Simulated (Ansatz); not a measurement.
`C=CCB(C)F`. The species carries charge 0 and has multiplicity 1.

```xyz
14

C    -1.2292   -0.6694    1.7597
C    -0.9430    0.4392    1.0884
C     0.4106    0.8040    0.5589
B     0.3580    0.5839   -1.0012
C     0.9441   -0.6601   -1.7357
F    -0.2609    1.5245   -1.7199
H    -2.2392   -0.8857    2.0871
H    -0.4614   -1.3938    2.0141
H    -1.7468    1.1341    0.8542
H     1.1777    0.1818    1.0257
H     0.6249    1.8557    0.7791
H     2.0370   -0.5643   -1.7717
H     0.7436   -1.5797   -1.1789
H     0.5846   -0.7703   -2.7599
```

(1) Give the diagnostics of a CCSD(T)/def2-TZVPP run (frozen core, the Gaussian-basis code of Ansatz). (Estimate.)

## Answers

(1) The calculation gave: T1 = 0.0116, largest single amplitude 0.028, largest double 0.046, (T) share of the correlation energy 3.8 %, 9 CCSD cycles. The RHF solution is stable towards an unrestricted one. T1 lies under the customary mark of 0.02 for closed shells.
